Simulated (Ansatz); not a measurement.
SnH6O, closed shell: a relaxation.

Input (in.yaml):

```yaml
crystal:
  periodic: [false, false, false]
  atoms:
    - {symbol: Sn, position_ang: [-0.633007, 0.134886, -0.518292]}
    - {symbol: H, position_ang: [-0.098763, 0.791885, 1.406048]}
    - {symbol: H, position_ang: [-0.221543, -0.818651, -1.890787]}
    - {symbol: H, position_ang: [-2.140538, -0.376244, 0.078063]}
    - {symbol: H, position_ang: [-0.512260, 1.770006, -0.989852]}
    - {symbol: H, position_ang: [0.655413, 0.075091, 1.227660]}
    - {symbol: O, position_ang: [1.028353, -0.807639, 0.523954]}
    - {symbol: H, position_ang: [1.922345, -0.769235, 0.163306]}
basis:
  gaussian: {orbitals: STO-3G}
hamiltonian: {xc: {name: CAM-B3LYP}, dispersion: d4}
relax: {f_tol: 0.03, max_steps: 60, escape_saddle: true}
```

Launched with

```bash
ansatz run in.yaml --threads 2 --pin off --events-out ev --progress --plain --max-ram 4352MiB
```

The run's output (Ansatz 0.2.0):

```
Error: invalid value for `relax.escape_saddle`: a Gaussian basis doesn't support `true`; leave it out, and run phonons on the result
```

The run took about 0.05 s on 2 CPU threads of an Arm Neoverse N1 (shared host).


The program refused the input.